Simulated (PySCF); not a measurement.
CHS2, SMILES S=C=[SH+], charge +1. Atoms are numbered in the order given.

```xyz
4

S      0.0003     1.6029     0.0000
C      0.0224     0.1017     0.0000
S     -0.0874    -1.5336     0.0000
H      1.2589    -1.7203     0.0000
```
Charge +1, spin multiplicity 1.

Coordinates come from a B3LYP-D3(BJ)/def2-TZVP optimisation. The isomer is the one that the SMILES or the coordinates give; other isomers of the formula were not compared.

Level of theory: SMD-ωB97X/6-31G* (PySCF).

Solvation free energies are E(SMD) − E(gas) at the gas-phase geometry, for 1 M in both phases.

| solvent | ΔG(solv) (kcal/mol) | its non-electrostatic (CDS) part |
|---|---|---|
| water | -54.9 | 2.1 |
| 1-octanol | -52.0 | -0.3 |
| ethanol | -55.8 | -0.5 |
